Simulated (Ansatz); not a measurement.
Job for Ansatz (a program for electronic structure): R-PBE0/def2-TZVPP on CH6OSn (SMILES [CH3][SnH2][OH]), a point of a torsion scan. Elements past Kr take the def2 small-core potentials; no spin–orbit coupling.

Ansatz 0.2 input:
```yaml
crystal:
  periodic: [false, false, false]
  atoms:
    - {symbol: C, position_ang: [-1.41402521, 0.34642830, 0.07255566]}
    - {symbol: Sn, position_ang: [0.57795732, -0.41601854, -0.12672225]}
    - {symbol: O, position_ang: [0.77577843, -0.51433468, -2.07814036]}
    - {symbol: H, position_ang: [-2.03841818, -0.13243058, -0.67317872]}
    - {symbol: H, position_ang: [-1.41157564, 1.41623077, -0.10642123]}
    - {symbol: H, position_ang: [-1.81363505, 0.15064343, 1.06073693]}
    - {symbol: H, position_ang: [1.83281116, 0.56280052, 0.44938916]}
    - {symbol: H, position_ang: [0.85490472, -1.97533616, 0.46857325]}
    - {symbol: H, position_ang: [1.61912288, -0.79289087, -2.42629246]}
basis:
  gaussian:
    orbitals: def2-TZVPP
hamiltonian:
  xc: {name: PBE0}
scf: {lower_state_search: off}
```

Output:

```
WARN ansatz: RAYON_NUM_THREADS=1 ignored (pool sized by the plan → 1); use --threads N
Functional definition: PBE0
these checks for a lower state are left out or cut short: stability, starts, cluster_reference, orbital_swaps, neighbouring_geometries, increment
integrals: 0.09 GiB planned
1146 factors; their error is unknown
mean field: 0.90 GiB planned
mean field evaluation 1: about -9000.8219 eV, gradient 7.4e1 eV
mean field evaluation 2: about -8977.9924 eV, gradient 1.3e2 eV
mean field evaluation 4: about -9011.1411 eV, gradient 7.9e0 eV
mean field evaluation 8: about -9011.3534 eV, gradient 3.5e-1 eV
mean field evaluation 16: about -9011.3535 eV, gradient 6.5e-6 eV
mean field -9011.35354191 eV, -331.1611345504 hartree, gradient 6.5e-6 eV, S^2 0.000000; 0 other end points of the search recorded, 0 dependent functions left out
reference -9011.35357732 eV, -331.1611358517 hartree; 21, 21 occupied and 175, 175 virtual orbitals, 1146 factors
Total energy: -9011.35357732 eV, -331.1611358517 hartree
Checks for a lower state left out: stability, starts, cluster_reference, orbital_swaps, neighbouring_geometries, increment
```

Self-consistency was reached.

Cost: about 4 core-seconds (a rough figure).
